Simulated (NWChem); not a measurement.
## Basis-set convergence for CH$_{5}$Al

SMILES: [CH3][AlH2]
```xyz
7

Al     0.0108    -0.3501    -0.6296
H     -1.3401    -0.4941    -1.4846
H      1.3696    -0.9636    -1.2243
C     -0.0133     0.5949     1.0944
H     -0.0681     1.6932     0.9189
H      0.8884     0.4088     1.7124
H     -0.9107     0.3374     1.6963
```
Charge 0, spin multiplicity 1.

The numbers come from NWChem runs, not from measurements. All single points use one geometry, from PBE/def2-SVP, a minimum by its harmonic frequencies.

Quantity: LUMO energy at the level B3LYP.

B3LYP has NWChem's definition, with VWN1-RPA local correlation. The Pople sets run with spherical d functions. The structure started from a generated list of species.

| basis | functions | LUMO energy (eV) |
|---|---|---|
| STO-3G | 19 | … |
| 6-31G* | 42 | … |
| cc-pVDZ | 57 | -1.52 |
| 6-311G** | 74 | … |
| def2-SVPD | 84 | -1.55 |
| 6-311++G** | 87 | -1.60 |
| aug-cc-pVDZ | 95 | -1.62 |
| def2-TZVP | 98 | -1.55 |
| def2-TZVPD | 125 | -1.56 |
| aug-cc-pVTZ | 211 | -1.60 |

Task: Complete the blanks.

Result: 
- STO-3G, LUMO energy (eV): 3.96
- 6-31G*, LUMO energy (eV): -1.45
- 6-311G**, LUMO energy (eV): -1.57
